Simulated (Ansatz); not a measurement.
The first iterations of a band of CH3BO3 (8 atoms, charge 0, multiplicity 1).

Method: RKS B3LYP-D4/STO-3G (Ansatz 0.2.0).

| Item | Value |
| --- | --- |
| movable images | 9 |
| climbing image | yes |
| spring | 50.0 eV/Å² |
| optimiser | quadratic models (default) |
| start path | through a guess of the saddle point |
| force threshold | 0.05 eV/Å |
| iteration limit | 60 |
| end points | relaxed |

First end point:

```xyz
8
Properties=species:S:1:pos:R:3
B 0.874 1.319 0.288
O -0.172 0.503 0.612
C -0.391 -0.684 -0.207
O 0.274 -1.071 -1.187
O -1.529 -1.296 0.366
H 1.006 2.259 0.979
H 1.588 1.093 -0.618
H -1.651 -2.123 -0.233
```

Last end point:

```xyz
8
Properties=species:S:1:pos:R:3
B 0.849 1.198 0.246
O -0.390 0.733 0.570
C -0.735 -0.641 0.248
O -0.411 -0.871 -1.115
O -1.302 -1.419 1.037
H 1.045 2.327 0.503
H 1.674 0.513 -0.235
H -0.730 -1.838 -1.253
```

| iteration | highest image above the first end (eV) | largest band force component (eV/Å) |
| --- | --- | --- |
| 1 | 4.157 | 12.339 |
| 2 | 2.121 | 5.325 |
| 3 | 1.582 | 1.985 |

Task: Does the band converge within its limit, and where does its top end?

Result: It converged. It ended after 10 iterations with the highest image 1.453 eV above the first end. Another band between the same ends (9 images) ends at a top of the same energy, where a vibrational analysis finds 1 clearly imaginary mode. The orbitals stay closed-shell, which can raise the energy where a bond breaks towards radicals; this wasn't checked here. Limits of this set-up: minimal basis.

The run took 4.4 min on 1 thread of Intel(R) Xeon(R) Processor @ 2.50GHz (Skylake/Cascade Lake) (shared host), peak memory 0.1 GiB.
